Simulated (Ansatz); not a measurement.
System: disulfane, H2S2 (charge 0, singlet). SMILES: SS
Geometry from a B3LYP-D3(BJ)/def2-TZVP (Ansatz, a quantum-chemistry and plane-wave program) optimisation:
```xyz
4

S     -0.9222     0.0561     0.4718
S      0.9228     0.0543    -0.4709
H     -1.5351    -0.8736    -0.2871
H      1.5259    -0.8942     0.2724
```
Charge 0, spin multiplicity 1.

Parts of the frozen-core correlation energy in STO-3G (Ansatz, hartree). Frozen orbitals: 10; correlated occupied orbitals by spin: 7 and 7; virtual: 3 and 3. Spin-orbit coupling is left out. No relativistic terms.

```csv
term,value
reference (HF),-787.49052
MP2 opposite-spin,___
MP2 same-spin,___
CCSD correlation,___
(T),-0.00028
FCI minus CCSD(T),-0.00013
T1 diagnostic,0.006
largest doubles amplitude,0.105
```

### Question
Fill in the missing entries.

### Answer

- MP2 opposite-spin, value: -0.04662
- MP2 same-spin, value: -0.00179
- CCSD correlation, value: -0.07011
